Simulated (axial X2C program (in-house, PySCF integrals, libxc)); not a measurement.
Nuclear properties of SnSi⁺

Calculated with an in-house all-electron X2C program for linear molecules (integrals from PySCF): two-component X2C with atomic mean-field Coulomb and Gaunt terms, Gaussian nuclei, basis Sn dyall-cv3z, Si dyall-v3z with contracted cores.

R = 2.549 Å (near the PBE0 minimum at charge 1 of the determinant lowest at the starting distance; the state shown can have its own minimum elsewhere).

Input and command:
```json
{"zs": [50, 14], "q": 1, "bas": ["dyall-cv3z", "dyall-v3z"], "r0": 2.56, "levels": ["PBE0", "HF", "PBE50", "B3LYP", "BP86"], "nst": 3}
```
```bash
python soeom.py task.json out
```

Keys: zs atomic numbers; q charge; bas basis sets; r0 starting distance in Å; levels methods; nst determinants followed.

Determinant lowest in the PBE0 search, Ω = 3/2 (⟨Sz⟩ = 1.48, ⟨Lz⟩ = 0.02 at PBE0), spin on the atoms Sn 0.63, Si 0.86:

| level | Eeff magnitude (GV/cm) | Ws magnitude Sn (kHz) | A∥/gI Sn (MHz) | qzz Sn (a.u.) | A∥/gI Si (MHz) | qzz Si (a.u.) |
| --- | --- | --- | --- | --- | --- | --- |
| PBE0 | 6.8 | 2.85 | -173 | -2.98 | 15.9 | -0.37 |
| HF | 5.32 | 1.78 | -504 | -4.53 | 79.7 | -0.55 |
| PBE50 | 6.54 | 2.78 | -255 | -3.27 | 18.1 | -0.39 |
| B3LYP | 6.37 | 2.69 | -109 | -2.85 | 45.2 | -0.42 |
| BP86 | 6.41 | 2.68 | -104 | -2.66 | 32.4 | -0.39 |

Eeff is the effective electric field on the electron electric dipole moment in this Ω state and Ws the scalar–pseudoscalar constant of the nucleus named (defined with the proton number Z and per Ω); A∥ (defined per Ω) follows by multiplying with gI = μI/(I μN); qzz is the electric field gradient, eQq0 = 234.96 MHz × Q/barn × qzz. The operators were transformed with the bare-nucleus X2C matrices; with these basis sets, hyperfine constants and field gradients can be off by tens of per cent, and where levels differ in sign neither size nor sign is settled.

Each state is one determinant with collinear spin, which with several unpaired electrons need not be a pure state. Unrestricted Hartree–Fock can overshoot spin polarisation at the nuclei. In the state Ω = 3/2 the sign of Eeff differs between levels (HF against PBE0). This is the top spin component of a Σ state; components of lower Ω are not single determinants and can lie lower. With several open shells hyperfine constants can be off by a factor of several. States lie within half an eV, so the first need not be the ground state. The sign of Ws at Sn differs between levels in the first state. Further determinants of the search, some of them spin-mixed, are not shown. Where a field gradient or hyperfine factor spreads by more than a factor of two over the levels, a constant derived from it is not to be relied on.
